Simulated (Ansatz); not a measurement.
## Ligand exchange: AuCl + C2H4S → AuSH + C2H3Cl

Species: AuCl (gold monochloride), singlet; C2H4S `C=CS`, singlet; AuSH `[SH][Au]`, singlet; C2H3Cl `C=CCl`, singlet. The partners trade Cl for SH: Au–Cl and C–SH bonds give way to Au–SH and C–Cl.

Shapes, held fixed at every level: PBE0-D4/def2-TZVP. Flexible molecules stand in one conformer, not always the lowest. Programs: Ansatz 0.2.0. Electronic energies: no zero-point or thermal term.

| level | kind | ΔE (kJ/mol) | less CCSD(T)/def2-TZVPP | CPU time (sum over the molecules) |
| --- | --- | --- | --- | --- |
| HF/def2-TZVPP | Hartree–Fock | +23.8 | +33.5 | – |
| PBE-D4/def2-TZVPP | GGA | -13.7 | -4.0 | 9.9 s |
| r2SCAN-D4/def2-TZVPP | meta-GGA | -10.6 | -0.9 | 18 s |
| wB97X-V/def2-TZVPP | range-separated hybrid | +3.0 | +12.7 | 24 s |
| B2PLYP/def2-TZVPP | double hybrid | -9.2 | +0.5 | 18 s |
| MP2/def2-TZVPP | perturbation theory | -20.7 | -11.0 | – |
| CCSD(T)/def2-TZVPP | coupled cluster or CI | -9.7 | 0.0 | 64 s |

The highest level, CCSD(T)/def2-TZVPP, gives ΔE = -9.7 kJ/mol; the levels span -20.7 to +23.8. They disagree on the sign: 2 of 7 are positive. The column of differences is taken from that level and isn't an error. No measured value is set beside it here. T1 is large for AuCl, AuSH, so single-reference values are less sure there. For atoms past krypton def2 sets carry core potentials with scalar relativity. Correlated rows may include outer-core shells of Au, which these sets cover unevenly. Times are processor times on shared x86 and Arm servers, and rough.
